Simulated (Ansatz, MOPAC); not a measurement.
Noncovalent pair: HF (SMILES F) (first 2 atoms) with PH3 (SMILES P); geometry from B3LYP-D3(BJ)/def2-TZVP, rigid monomers moved along the line of their centres of mass till H2···P3 is 3.21 Å.
(charge 0, multiplicity 1):
```xyz
6

F     -1.444    -0.229    -0.244
H     -0.946    -0.051     0.533
P      0.749     0.560     3.184
H      0.431    -0.058     4.415
H      2.134     0.289     3.247
H      0.841     1.870     3.708
```

Counterpoise-corrected where a basis set is named; no monomer relaxation.

The state that AM1, PM3 reach isn't checked.

Run with Ansatz (a quantum-chemistry and plane-wave program); MOPAC for AM1, PM3 (differences of heats of formation). 

One of these levels gives -37.7 meV for the interaction energy. Name it.
A) HF/aug-cc-pV(D+d)Z
B) PM3
C) AM1

C, AM1. The others give -15.8 (PM3), -116.1 (HF/aug-cc-pV(D+d)Z)
